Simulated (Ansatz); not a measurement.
CH4Te (SMILES C[TeH]) moved off its minimum; all values from Ansatz (a program for electronic structure), cores frozen in correlated methods. Elements past Kr take the def2 small-core potentials, without spin–orbit coupling.
(charge 0, multiplicity 1)
```xyz
6

Te     0.13773     0.04141     0.26453
H     -0.38030     1.31618    -0.76932
C     -0.15435    -1.52224    -0.96283
H      0.60440    -1.24090    -1.84032
H     -0.86543    -1.42880    -1.57189
H      0.14289    -2.41296    -0.50543
```

Forces at r2SCAN/def2-TZVPP (eV/Å):

| atom | Fx | Fy | Fz |
|---|---|---|---|
| Te1 | -0.141 | 2.703 | 1.888 |
| H2 | 0.250 | -0.841 | 0.340 |
| C3 | 7.485 | 1.026 | -0.830 |
| H4 | -0.502 | -1.278 | 1.854 |
| H5 | -7.045 | -0.199 | -3.640 |
| H6 | -0.047 | -1.411 | 0.389 |

Problem. Give the forces (eV/Å), the total energy and the dipole at CCSD(T)/def2-TZVPPD.

Solution. 
| atom | Fx | Fy | Fz |
|---|---|---|---|
| Te1 | -0.108 | 2.840 | 2.017 |
| H2 | 0.247 | -0.824 | 0.322 |
| C3 | 7.542 | 0.935 | -0.878 |
| H4 | -0.473 | -1.252 | 1.836 |
| H5 | -7.134 | -0.235 | -3.681 |
| H6 | -0.074 | -1.464 | 0.384 |
Energy -307.5234 hartree, dipole 1.39 D.
